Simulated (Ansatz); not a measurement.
The same ligand exchange along the group V, Nb, Ta.

Isolated molecules relaxed with PBE0-D4/def2-TZVP in Ansatz; ΔE leaves out vibrations. CCSD(T)/CBS adds triple-zeta CCSD(T) − MP2 to the extrapolated MP2 energy (def2 sets, frozen cores). This one scheme is used for every species. Elements past krypton have def2 core potentials. For Nb, Ta, V outer-core shells are correlated without core-valence functions, which leaves a few kJ/mol of doubt a bond. Scalar relativity is left out up to krypton. Each species was taken in one conformer, which may not be the lowest.

```tsv
reaction	CCSD(T)/def2-SVP (eV)	CCSD(T)/CBS(def2) (eV)
`[O]=[V]([OH])([OH])[F]` + NH₃ → `[NH2][V](=[O])([OH])[OH]` + H–F	1.11	0.88
`[O]=[Nb]([OH])([OH])[F]` + NH₃ → `[NH2][Nb](=[O])([OH])[OH]` + H–F	1.21	1.05
`[O]=[Ta]([OH])([OH])[F]` + NH₃ → `[NH2][Ta](=[O])([OH])[OH]` + H–F	1.06	0.92
```

Largest T1 diagnostic: 0.033, for `[NH2][V](=[O])([OH])[OH]`, so its coupled-cluster energy is less sure.
